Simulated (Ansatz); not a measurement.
C₄H₈, charge -1, doublet, geometry from GFN2-xTB (a state made from the parent by changing its charge; the spin is typed, not shown lowest) (a gas-phase anion, which may not be bound at this level). Base run: HF/3-21G in Ansatz (an electronic-structure program).

Here is a job for Ansatz.
Ansatz 0.2 input:
```yaml
crystal:
  periodic: [false, false, false]
  atoms:
    - {symbol: C, position_ang: [-1.11568885, -0.88231658, 0.11955690]}
    - {symbol: C, position_ang: [0.00985967, 0.11019619, 0.25860610]}
    - {symbol: C, position_ang: [1.33728237, -0.47720572, -0.14658978]}
    - {symbol: C, position_ang: [-0.26248540, 1.47190571, -0.17878920]}
    - {symbol: H, position_ang: [-0.93983878, -1.77220842, 0.74445549]}
    - {symbol: H, position_ang: [-1.27139903, -1.26615944, -0.91801524]}
    - {symbol: H, position_ang: [-2.06350917, -0.43813509, 0.43422919]}
    - {symbol: H, position_ang: [1.58804311, -1.35472598, 0.47018102]}
    - {symbol: H, position_ang: [2.13838208, 0.25581181, -0.02167482]}
    - {symbol: H, position_ang: [1.38661769, -0.82718510, -1.20640930]}
    - {symbol: H, position_ang: [0.56047677, 2.17997337, -0.00592330]}
    - {symbol: H, position_ang: [-1.21257941, 1.88715122, 0.18645279]}
basis:
  gaussian:
    orbitals: 3-21G.json
hamiltonian:
  xc: hf
total_charge: -1
magnetization: {spin_polarized: true, initial_magnetization: 1}
```
The basis file holds 3-21G in the JSON format of the Basis Set Exchange.

Each row names what was changed in the base input (with any setting that the change needs).

```tsv
change	ΔE vs base (mEh)
base	0.000
accuracy = high	-0.014
lower_state_search = light	0.000
nuclear_model = gaussian	0.010
fitting.mean_field = cc-pVTZ-JKFIT	0.081
forces = on	0.000
point_charge = charge:-1.0 position_ang:3.6846, 3.528, 1.3567	99.684
fitting.mean_field = def2-universal-JKFIT	0.069
lower_state_search = full	0.000
lower_state_search = off	0.000
point_charge = charge:1.0 position_ang:5.1928, -0.6587, -1.1797	-98.627
```

A gas-phase anion may not be bound at this level; its values then depend on the basis.
